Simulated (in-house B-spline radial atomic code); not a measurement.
Inner-shell binding energies (edges) and X-ray emission energies of free atoms and ions, as differences of relaxed hole-state energies with first-order Breit, QED and recoil terms, without correlation or multiplet splittings, in NIST's listed ground configurations. For neutral atoms such line energies lie within some 1 to 5 eV of tabulated X-ray lines (up to 20 eV for the heaviest). K = 1s, L1 = 2s, L2 = 2p1/2, L3 = 2p3/2, M3 = 3p3/2. A dash marks a subshell that is part filled or wasn't run, or a line left out. Computed with an all-electron radial atomic-structure program (B-spline basis): Dirac-Hartree-Fock, average of the configuration, finite nuclei.

| ion | configuration | K edge (eV) | L1 edge (eV) | L3 edge (eV) | K-L2 (eV) | K-M3 (eV) |
| --- | --- | --- | --- | --- | --- | --- |
| V | [Ar] 3d3 4s2 | 5476.64 | 641.04 | 526.01 | 4943.73 | 5425.89 |
| Cr+ | [Ar] 3d5 | 6003.74 | 712.48 | 589.79 | 5405.53 | 5943.84 |
| Mn2+ | [Ar] 3d5 | 6570.57 | 804.56 | 673.57 | 5886.83 | 6488.22 |
| Fe3+ | [Ar] 3d5 | 7166.6 | 904.85 | 765.22 | 6389.2 | 7057.87 |
| Co4+ | [Ar] 3d5 | 7791.57 | 1012.95 | 864.32 | 6912.77 | 7652.9 |
| Ni5+ | [Ar] 3d5 | 8445.4 | 1128.69 | 970.67 | 7457.64 | 8273.43 |
| Cu6+ | [Ar] 3d5 | 9128.11 | 1251.97 | 1084.15 | 8023.91 | 8919.56 |
| Zn7+ | [Ar] 3d5 | 9839.75 | 1382.74 | 1204.68 | 8611.68 | 9591.41 |
